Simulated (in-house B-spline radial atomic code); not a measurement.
Hg. Computed with a B-spline radial atomic code. Model: non-relativistic spherical atom: semilocal Troullier-Martins pseudo-atom, one channel per l, against all electrons, high spin, G0W0 and RPA with empty states to l = 8, local potential for every l without a channel, a model core (radius 0 = none) keeps its share of the functional.

The core holds an angular momentum without a channel of its own, so the local potential lets valence electrons into it.

Without relativity these are model numbers for so heavy an element.

What the tables leave out is listed at the end.

The pseudopotential gives back the lowest level of each angular momentum of its own functional in the configuration it was made in; a second state of the same l is only approximately right. Exact exchange, RPA and GW see the smooth pseudo-orbitals and miss the exchange with the core, for which the functional's share stands in. The column with an uncorrelated core keeps all orbitals and exact exchange, and so separates missing core correlation from pseudisation. Only the three outermost levels and the lowest empty one were computed. RPA here is direct RPA, with no exchange kernel, and its energies carry an (l + 1/2)⁻⁴ tail. A hybrid on a potential with a model core restores only its own semilocal share of the core's exchange.

Command:
```bash
python run_psgw.py task.json out
```
Settings (lengths in bohr, energies in hartree):
```
Z                      80
electrons              80
configuration          [Xe] 4f14 5d10 6s2
generated_in           [Xe] 4f14 5d10 6s2
functional             lda,vwn
core_shells            11
radius_factor          1.3
core_correction        False
ion_configuration      [Xe] 4f14 5d10 6s1
```

Time taken, with all properties: 2.1 min on 1 thread of Arm Neoverse N1, with other jobs on the host.

Given: made with LDA VWN5; model core radius 0 bohr; local radius 1.56 bohr; mean-field start LDA VWN5.

Valence shells of the generating configuration: 5p, 5d, 6s.

Channel: s 3.255, p 1.261, d 1.497 (radii in bohr).

Computed: largest level miss in the spin-unpolarised generating configuration 0 eV; valence RPA correlation energy all-electron orbitals -1.0479 hartree; valence RPA correlation energy pseudo -1.2531 hartree; all-electron RPA polarisability, core included 44.104 bohr³; pseudo-atom RPA polarisability 44.178 bohr³; ionisation by mean-field all-electron 8.8241 eV; ionisation by mean-field pseudo minus all 0.009 eV.

```json
{"level": "6s", "occupied": "1", "mean-field all-electron (eV)": "-5.5821", "mean-field pseudo minus all (eV)": "0", "G0W0 all-electron (eV)": "-8.5911", "G0W0 uncorrelated core minus all (eV)": "0.024", "G0W0 pseudo minus all (eV)": "-0.883", "exchange self-energy all-electron (eV)": "-11.408", "exchange self-energy pseudo (eV)": "-12.128"}
```

(1) What is the ionisation by RPA pseudo minus all?

(2) What is the ionisation by RPA all-electron?

Given: mean-field start PBE0.

Computed: valence RPA correlation energy pseudo -1.1904 hartree; all-electron RPA polarisability, core included 41.943 bohr³; ionisation by mean-field all-electron 8.2005 eV; ionisation by mean-field pseudo minus all 0.374 eV; ionisation by RPA all-electron 8.6266 eV; ionisation by RPA pseudo minus all 0.961 eV.

```tsv
level	occupied	mean-field all-electron (eV)	mean-field pseudo minus all (eV)	G0W0 all-electron (eV)	G0W0 uncorrelated core minus all (eV)	G0W0 pseudo minus all (eV)	exchange self-energy all-electron (eV)	exchange self-energy pseudo (eV)
6s	1	-5.9374	-0.284	-8.5293	0.026	-0.981	-11.02	-12.654
```

(3) What is the pseudo-atom RPA polarisability?

(4) What is the valence RPA correlation energy all-electron orbitals?

Given: mean-field start Hartree-Fock.

Computed: valence RPA correlation energy all-electron orbitals -0.8521 hartree; valence RPA correlation energy pseudo -1.0436 hartree; all-electron RPA polarisability, core included 37.402 bohr³; ionisation by mean-field all-electron 6.8138 eV; ionisation by mean-field pseudo minus all 1.587 eV; ionisation by RPA all-electron 8.2052 eV.

```csv
level,occupied,mean-field all-electron (eV),mean-field pseudo minus all (eV),G0W0 all-electron (eV),G0W0 uncorrelated core minus all (eV),G0W0 pseudo minus all (eV),exchange self-energy all-electron (eV),exchange self-energy pseudo (eV)
6s,1,-7.1034,-1.75,-8.4113,0.026,-0.995,-10.063,-15.066
5d,1,-19.434,2.287,-18.936,0.129,2.3,-36.234,-28.944
```

(5) What is the ionisation by RPA pseudo minus all?

(6) What is the pseudo-atom RPA polarisability?

## Answers

(1) 0.886 eV.

(2) 8.8033 eV.

(3) 37.443 bohr³.

(4) -0.9877 hartree.

(5) 1.142 eV.

(6) 22.543 bohr³.

Among the listed levels the largest G0W0 shift of the pseudo-atom is +2.30 eV, for 5d on the Hartree-Fock start, while leaving the core uncorrelated moves that level by +0.13 eV. So pseudisation and the lost core exchange, not the missing core correlation, make the error. Not in the tables (levels of low weight, unsolved or above zero; the highest and the empty levels are kept at any weight): on LDA the G0W0 levels 5d (pseudo minus all +0.38 eV, weights 0.58 and 0.53), 5p (pseudo minus all +3.41 eV, weights 0.04 and 0.06), 6p (pseudo minus all +0.04 eV, weights 0.90 and 0.90); on PBE0 the G0W0 levels 5d (pseudo minus all +0.96 eV, weights 0.77 and 0.74), 5p (pseudo minus all +1.40 eV, weights 0.10 and 0.06), 6p (pseudo minus all +0.15 eV, weights 0.94 and 0.93); on Hartree-Fock the G0W0 levels 5p (pseudo minus all +8.95 eV, weights 0.11 and 0.09).
